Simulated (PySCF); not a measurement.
**ClRuN + HBr → BrRuN + HCl**

Level: PBE0 in the def2-TZVP basis family, computed in PySCF with density fitting; scalar-relativistic core potentials for atoms from Rb on, none lighter, no spin–orbit coupling; open shells unrestricted.

| species | state and structure | ZPE (kJ/mol) | H(298 K) − H(0) (kJ/mol) | S° (J/(mol K)) |
| --- | --- | --- | --- | --- |
| ClRuN | singlet, Cs, Ru–Cl 2.277 Å, Ru–N 1.543 Å; Cl–Ru–N 139.9° | 10.6 | 12.6 | 289.9 |
| HBr | singlet, C∞v, H–Br 1.421 Å | 16.0 | 8.7 | 198.5 |
| BrRuN | singlet, Cs, Ru–Br 2.412 Å, Ru–N 1.542 Å; Br–Ru–N 135.3° | 9.9 | 13.0 | 302.0 |
| HCl | singlet, C∞v, H–Cl 1.279 Å | 17.9 | 8.7 | 186.6 |

Q: Is the gas-phase reaction uphill or downhill in electronic energy at this level, and by how much?

A: At PBE0/def2-TZVP, ΔE = -16.9 kJ/mol, downhill. 

Q: Add zero-point, thermal and entropy terms for 298.15 K and 1 bar.

A: ΔZPE = 1.2 and Δ[H(298) − H(0)] = 0.4 kJ/mol give ΔH° = -15.3 kJ/mol. ΔS° = 0.2 J/(mol K), so ΔG° = -15.3 − 298.15 × (0.0002) = -15 kJ/mol and log₁₀K = 2.7.

The structures come from searches over a few start shapes, so lower isomers are not excluded.
